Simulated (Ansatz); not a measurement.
Reaction (formal exchange of groups at a Ga–C bond): `C=[C]([GaH2])OC` + `[SiH3][GeH3]` → `[SiH3][GeH2][GaH2]` + `C=COC`

Isolated molecules relaxed with PBE0-D4/def2-TZVP in Ansatz; ΔE leaves out vibrations. CCSD(T)/CBS adds triple-zeta CCSD(T) − MP2 to the extrapolated MP2 energy (def2 sets, frozen cores). DFT in def2-TZVPP. For Ga, Ge outer-core shells are correlated without core-valence functions, which leaves a few kJ/mol of doubt a bond. Scalar relativity is left out up to krypton. Each species was taken in one conformer, which may not be the lowest.

`C=[C]([GaH2])OC`:

```xyz
12

C     1.199    0.116   -0.598
C     0.057   -0.401   -0.123
Ga   -0.327   -2.312   -0.370
O    -0.896    0.298    0.540
C    -0.666    1.674    0.738
H     1.893   -0.535   -1.113
H     1.486    1.158   -0.503
H     0.759   -3.147   -1.135
H    -1.650   -2.951    0.173
H    -1.529    2.059    1.279
H    -0.567    2.200   -0.218
H     0.241    1.841    1.330
```

`[SiH3][GeH3]`:

Z-matrix (Å, degrees):
```
Si
Ge 1 2.378
H 1 1.487 2 110.1
H 1 1.487 2 110.1 3 -120.0
H 1 1.487 2 110.1 3 120.0
H 2 1.538 1 110.6 3 179.7
H 2 1.538 1 110.6 3 -60.3
H 2 1.538 1 110.6 3 59.7
```

`[SiH3][GeH2][GaH2]`:

Z-matrix (Å, degrees):
```
Si
Ge 1 2.384
H 1 1.488 2 109.9
H 1 1.487 2 111.4 3 120.5
H 1 1.488 2 109.8 3 -119.0
Ga 2 2.438 1 110.3 3 59.2
H 2 1.542 1 107.5 3 -178.5
H 2 1.542 1 107.6 3 -63.2
H 6 1.571 2 120.3 1 -88.7
H 6 1.571 2 120.2 1 88.9
```

`C=COC`:

Cartesian coordinates in Å:
```
C 0.266 -1.391 0.291
C 0.450 -0.620 -0.776
O 0.153 0.683 -0.918
C -0.425 1.317 0.198
H -0.167 -1.038 1.217
H 0.564 -2.429 0.238
H 0.888 -1.005 -1.691
H -0.599 2.353 -0.088
H -1.377 0.847 0.468
H 0.247 1.282 1.062
```

```csv
species,PBE energy (Eh)
`C=[C]([GaH2])OC`,-2118.08959
`[SiH3][GeH3]`,-2369.61485
`[SiH3][GeH2][GaH2]`,-4294.77697
`C=COC`,-192.94879
```

(1) Work out ΔE.

(2) What do rigid-rotor, harmonic-oscillator terms from PBE0-D4/def2-TZVP frequencies (298.15 K, 1 bar) make of the CCSD(T)/CBS value? (Best estimate.)

Largest T1 diagnostic among the species: 0.013.

Results:

(1) ΔE = (-4294.77697) + (-192.94879) − (-2118.08959) − (-2369.61485) = -0.02132 Eh = -13.4 kcal/mol. CCSD(T)/CBS gives -11.6 kcal/mol.

(2) The calculation gave: ΔZPE = +2.1 kcal/mol, ΔH = -9.4 kcal/mol, ΔS = 23 J/(mol·K), ΔG = -11.0 kcal/mol.

In def2-TZVPP, CCSD(T) changes the Hartree–Fock value by +1.1 kcal/mol (the triples alone add +0.5 kcal/mol) and MP2 by +1.5 kcal/mol. Leaving LDA and LC-ωPBE aside and taking each functional with its dispersion term where it has one, the values, not all of them listed here, spread over 2.8 kcal/mol, from HSE06-D4 to B97M-V. LDA lies +1.3 kcal/mol from PBE without D4. At CCSD(T), def2-SVP lies +1.0 kcal/mol from the extrapolated value and def2-TZVPP +0.3 kcal/mol.
